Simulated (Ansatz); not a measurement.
Cartesian coordinates in Å:
```
C 1.1382 0.9961 0.1161
Ge -0.4741 0.0181 0.5472
F -1.8323 1.1115 0.4007
C -0.8335 -1.4289 -0.7902
O 0.0356 -2.1950 -1.1087
H 1.0100 1.5134 -0.8348
H 1.3614 1.7252 0.8948
H 1.9715 0.2968 0.0293
H -0.5263 -0.5299 1.9842
H -1.8505 -1.5073 -1.2386
```

The species carries charge 0 and has multiplicity 1.

(1) List the ωB97M-V/def2-TZVPP orbital energies in eV (Ansatz). (Best estimate.)

## Answers

(1) Ansatz gave: Occupied: -10867.31, -1363.09, -1210.83, -1210.81, -1210.80, -676.64, -526.80, -284.22, -281.76, -174.94, -124.26, -124.16, -124.13, -37.44, -37.01, -36.98, -36.91, -36.90, -34.39, -32.71, -22.92, -20.28, -17.93, -16.00, -15.21, -14.94, -14.24, -14.20, -14.05, -13.91, -13.26, -11.61, -9.46. Lowest empty: 0.53, 2.18, 2.63, 3.08, 3.46, 4.43, 4.48, 4.95.
